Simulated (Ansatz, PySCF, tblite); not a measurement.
Potential energy surface of H₃Ga, singlet: umbrella (inversion) coordinate, bond length relaxed. Scanned: angle between the Ga-H bonds and the threefold axis (90 = planar). Other coordinates (Ga-H bond length) were minimised at B3LYP/def2-TZVP.

- GFN2-xTB, 300 K electronic temperature (tblite)
- RKS-M06-2X/6-31G* = PySCF with restricted M06-2X/6-31G*, spherical d
- RHF/def2-SVP (PySCF)
- FCI/cc-pVDZ = Ansatz (a program for electronic structure) with full CI/cc-pVDZ, cores with 3d frozen

Energies relative to the lowest point of each profile, in kcal/mol:

| a / ° | GFN2-xTB | RKS-M06-2X/6-31G* | RHF |
|---|---|---|---|
| 90 | 0.0 | 0.0 | 0.0 |
| 95.41 | 0.6 | 1.4 | 1.6 |
| 99.16 | 1.9 | 4.0 | 4.5 |
| 101.55 | 3.0 | 6.4 | 7.1 |
| 104.34 | 4.7 | 9.9 | 11.0 |
| 107.87 | 7.5 | 15.4 | 17.2 |
| 110.73 | 10.3 | 20.8 | 23.2 |
| 117.53 | 19.7 | 37.0 | 41.3 |
| 123.55 | 32.1 | 55.6 | 62.1 |
| 125.95 | 38.5 | 64.2 | 71.8 |
| 128.91 | 47.8 | 75.8 | 84.9 |
| 132 | 59.8 | 89.3 | 100.0 |

Estimate the FCI/cc-pVDZ values at these points.

90: 0.0; 95.41: 1.4; 99.16: 4.0; 101.55: 6.4; 104.34: 9.8; 107.87: 15.2; 110.73: 20.5; 117.53: 36.2; 123.55: 54.2; 125.95: 62.5; 128.91: 73.6; 132: 86.4 (kcal/mol).
